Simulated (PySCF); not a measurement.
## Field gradients at the hydrogen positions

Species: C4H11NOSi2.
Structure used (GFN2-xTB), in Å, numbered top down from 1:
```xyz
19
C4H11NOSi2 angstrom
C      3.294    0.172    0.366
Si     2.059   -0.770   -0.717
O      0.548   -0.526   -0.153
Si    -0.774    0.233    0.391
C     -1.360    1.550   -0.837
C     -2.092   -1.158    0.538
C     -3.367   -0.620    0.876
N     -4.380   -0.157    1.141
H      3.117    1.244    0.330
H      4.315   -0.003    0.040
H      3.224   -0.134    1.406
H      2.073   -0.285   -2.098
H      2.227   -2.221   -0.625
H     -0.467    0.782    1.715
H     -1.508    1.132   -1.829
H     -2.303    1.983   -0.517
H     -0.638    2.357   -0.928
H     -2.179   -1.694   -0.409
H     -1.799   -1.877    1.304
```

Level: PBE0/pcSseg-1 (PySCF, non-relativistic); Q(2H) = 0.00286 b; rigid geometry, the same for H and D, with no vibrational averaging.

**Question.** Rank these positions by the coupling χzz of a deuteron there, largest first.
A. H12 (Si–H hydrogen)
B. H10 (methyl hydrogen)
C. H19 (methylene hydrogen)

**Answer.** B (219 kHz), C (208 kHz), A (107 kHz).

**Question.** What are Vzz, η and χzz (234.96 MHz × Q × Vzz) at all hydrogens?

**Answer.** 
```json
{"atom": "H9", "bonded to": "C1", "bond length (Å)": "1.087", "Vzz (au)": "0.3234", "η": "0.01", "χzz (kHz)": "217"}
{"atom": "H10", "bonded to": "C1", "bond length (Å)": "1.086", "Vzz (au)": "0.3259", "η": "0.01", "χzz (kHz)": "219"}
{"atom": "H11", "bonded to": "C1", "bond length (Å)": "1.087", "Vzz (au)": "0.3231", "η": "0.01", "χzz (kHz)": "217"}
{"atom": "H12", "bonded to": "Si2", "bond length (Å)": "1.464", "Vzz (au)": "0.1586", "η": "0.02", "χzz (kHz)": "107"}
{"atom": "H13", "bonded to": "Si2", "bond length (Å)": "1.463", "Vzz (au)": "0.1595", "η": "0.01", "χzz (kHz)": "107"}
{"atom": "H14", "bonded to": "Si4", "bond length (Å)": "1.465", "Vzz (au)": "0.1576", "η": "0.01", "χzz (kHz)": "106"}
{"atom": "H15", "bonded to": "C5", "bond length (Å)": "1.088", "Vzz (au)": "0.3221", "η": "0.01", "χzz (kHz)": "216"}
{"atom": "H16", "bonded to": "C5", "bond length (Å)": "1.086", "Vzz (au)": "0.3218", "η": "0.01", "χzz (kHz)": "216"}
{"atom": "H17", "bonded to": "C5", "bond length (Å)": "1.086", "Vzz (au)": "0.3255", "η": "0.01", "χzz (kHz)": "219"}
{"atom": "H18", "bonded to": "C6", "bond length (Å)": "1.092", "Vzz (au)": "0.3080", "η": "0.05", "χzz (kHz)": "207"}
{"atom": "H19", "bonded to": "C6", "bond length (Å)": "1.091", "Vzz (au)": "0.3096", "η": "0.04", "χzz (kHz)": "208"}
```

**Question.** Average by the element that carries the hydrogen.

**Answer.** on C: 215 kHz over 8 positions, mean bond length 1.088 Å; on Si: 107 kHz over 3 positions, mean bond length 1.464 Å.

**Question.** Give the 2H NMR doublet splittings at H19 for a magnetic field along the z, y and x axes of the gradient: 3χ/2, 3χ(1 + η)/4, 3χ(1 − η)/4.

**Answer.** With |χ| = 208.0 kHz and η = 0.045: 312, 163 and 149 kHz, to first order and without motion.

Geometry: GFN2-xTB, one conformer, isolated molecule. GFN2-xTB bond lengths can be off by several hundredths of an ångström, more for odd bonds, and the gradients follow them. A larger basis could move these couplings by a tenth or more.

These values come from a run that also computed NMR shieldings. Hardware: an Intel Xeon at 2.50 GHz with one thread, no GPU (shared host). Cost: 93 s of wall time, 0.92 GiB resident at most.
